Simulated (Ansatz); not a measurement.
`C[O][GeH]([F])[SeH]` and `C[O][GeH]([F])[F]` differ in one atom or group.

Ansatz, PBE0-D4/def2-TZVP geometries, multiplicity 1. Each molecule was computed in one conformer, which needn't be the lowest.

Scalar relativity is left out up to krypton.

| property | `C[O][GeH]([F])[SeH]` |
| --- | --- |
| LUMO energy (B3LYP/def2-TZVPP) / eV | -0.89 |
| HOMO energy (PBE/def2-TZVPP) / eV | -6.32 |
| size of the dipole moment (B3LYP/def2-TZVPP) / D | 1.11 |
| size of the dipole moment (ωB97M-V/def2-TZVPP) / D | 1.07 |
| HOMO energy (PBE0/def2-TZVPP) / eV | -7.52 |
| LUMO energy (ωB97M-V/def2-TZVPP) / eV | 1.36 |

Task: What does the change do to each property? (An estimate is asked.)

Result: Computed: 
```
                                          property  `C[O][GeH]([F])[F]`  shift
               LUMO energy (B3LYP/def2-TZVPP) / eV                -0.31   0.58
                 HOMO energy (PBE/def2-TZVPP) / eV                -7.19  -0.87
  size of the dipole moment (B3LYP/def2-TZVPP) / D                 1.48   0.37
size of the dipole moment (ωB97M-V/def2-TZVPP) / D                 1.45   0.38
                HOMO energy (PBE0/def2-TZVPP) / eV                -8.84  -1.32
             LUMO energy (ωB97M-V/def2-TZVPP) / eV                 2.08   0.72
```

With PBE0 the HOMO falls by 1.32 eV and the LUMO rises by 0.68 eV, so the gap widens by about 2.00 eV. PBE moves the HOMO by -0.87 eV and ωB97M-V by -1.56 eV. Dipoles are sizes alone; their direction can turn.

B3LYP here is the variant with VWN-RPA as its local correlation; programs differ in this.

Spin–orbit coupling is left out; it splits and shifts lone-pair levels of the heavy atoms by tenths of an eV.
